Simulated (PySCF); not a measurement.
GeH5O4, charge +1. Atoms are numbered in the order given.

```xyz
10

O      0.1631    -0.2709     1.7585
Ge     0.1727    -0.0403     0.0501
O      0.1731    -1.3921    -1.0322
O      0.9132     1.4353    -0.4516
O     -1.7155     0.3475    -0.3843
H     -0.0305    -1.1635     2.0900
H      0.9727    -1.5441    -1.5624
H      1.4382     1.9069     0.2169
H     -2.0908     1.2447    -0.3092
H     -2.0867    -0.1130    -1.1617
```
Charge +1, spin multiplicity 1.

Coordinates come from a B3LYP-D3(BJ)/def2-SVP optimisation. The isomer is the one that the SMILES or the coordinates give; other isomers of the formula were not compared. One conformer was computed; it need not be the lowest.

These are PBE/def2-TZVP (PySCF) values and carry that method's errors.

ESP charges are fitted to the potential on shells at 1.4 to 2.0 van der Waals radii. Atomic charges (e):

```tsv
atom	meta-Löwdin	Mulliken	ESP fit	Löwdin
O1	-0.64	-0.41	-0.55	-0.12
Ge2	1.49	0.86	0.93	___
O3	-0.67	-0.45	-0.57	-0.14
O4	-0.65	-0.42	-0.59	-0.13
O5	-0.52	-0.47	-0.57	0.04
H6	0.39	0.36	0.45	___
H7	0.39	0.37	0.45	___
H8	0.39	0.36	0.48	___
H9	0.41	0.40	0.48	___
H10	0.41	0.41	0.48	___
```

### Question
Complete the blanks. (The exact figures need the calculation; the answer reports its results.)

### Answer

- Ge2, Löwdin: 0.27
- H6, Löwdin: 0.21
- H7, Löwdin: 0.21
- H8, Löwdin: 0.21
- H9, Löwdin: 0.23
- H10, Löwdin: 0.23
